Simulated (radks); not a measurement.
Values are calculated unless marked as measured or tabulated.
Valence configurations of C II (all share [He]). Code: a radial shooting solver on a logarithmic mesh with Libxc functionals. Model: non-relativistic Kohn-Sham, PBE, spin-polarised, spherical densities, point nucleus; open shells are filled with parallel spins first. Energies are relative to 2s2 2p1; eigenvalues in eV for spin up.

\begin{tabular}{lrrrr}
valence & E (eV) & moment (Bohr magnetons) & e(2p) & e(2s) \\ \hline
2s2 2p1 & 0.000 & 1 & -17.730 & -26.493 \\
2s1.5 2p1.5 & 2.982 & 2 & -18.304 & -27.125 \\
2p3 & 13.631 & 3 & -18.696 & - \\
2s1 2p2 & 4.801 & 3 & -18.659 & -27.520 \\
2s0.5 2p2.5 & 9.224 & 3 & -18.680 & -27.510 \\
\end{tabular}

NIST lists [He] 2s2 2p1 as the ground configuration; this level of theory agrees among the configurations tried. The energies are those of spherical high-spin densities, not of single terms.
